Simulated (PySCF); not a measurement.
# SMILES C=CB[NH][SnH3], C$_{2}$H$_{8}$BNSn: coupling constants with relativity

Cartesian coordinates in Å; atom numbers follow the order of the lines, from 1:
```xyz
13

C     2.3350    0.9103    0.7282
C     1.0777    0.5165    0.4780
B     0.7351   -0.5353   -0.6231
N    -0.5816   -0.9136   -0.9197
Sn   -2.3082   -0.2290   -0.0254
H     3.1738    0.4923    0.1600
H     2.5863    1.6529    1.4938
H     0.2852    0.9765    1.0894
H     1.6438   -1.0479   -1.2503
H    -0.7155   -1.6063   -1.6492
H    -3.5761   -1.0373   -0.8421
H    -2.4055    1.4638   -0.2376
H    -2.2725   -0.6409    1.6335
```

[PySCF integrals, density fitting: indirect couplings; PBE0/pcJ-1 (dyall-v2z on Sn), no solvent, Gaussian nuclear model, structure from PBE0-D3(BJ)/def2-SVP]

Non-relativistic values:
```json
{"coupling": "1J(119Sn,15N)", "atoms": "Sn5 – N4", "J (Hz)": "53.8"}
{"coupling": "1J(119Sn,1H)", "atoms": "Sn5 – H11/H12/H13", "J (Hz)": "-1584.2"}
{"coupling": "2J(119Sn,11B)", "atoms": "Sn5 – B3", "J (Hz)": "5.0"}
{"coupling": "2J(119Sn,1H)", "atoms": "Sn5 – H10", "J (Hz)": "-30.0"}
{"coupling": "3J(119Sn,13C)", "atoms": "Sn5 – C2", "J (Hz)": "-28.6"}
{"coupling": "3J(119Sn,1H)", "atoms": "Sn5 – H9", "J (Hz)": "-92.9"}
{"coupling": "4J(119Sn,13C)", "atoms": "Sn5 – C1", "J (Hz)": "1.7"}
{"coupling": "4J(119Sn,1H)", "atoms": "Sn5 – H8", "J (Hz)": "2.4"}
```

**Question.** What do two-component X2C with spin–orbit coupling give?

**Answer.** 
```tsv
coupling	atoms	with spin–orbit (Hz)
1J(119Sn,15N)	Sn5 – N4	26.1
1J(119Sn,1H)	Sn5 – H11/H12/H13	-2091.5
2J(119Sn,11B)	Sn5 – B3	9.4
2J(119Sn,1H)	Sn5 – H10	-49.0
3J(119Sn,13C)	Sn5 – C2	-41.1
3J(119Sn,1H)	Sn5 – H9	-133.2
4J(119Sn,13C)	Sn5 – C1	2.2
4J(119Sn,1H)	Sn5 – H8	3.5
```

The largest listed coupling, 1J(119Sn,1H), ends at 1.32 times its non-relativistic value. Equivalent partners are averaged, as under fast rotation.
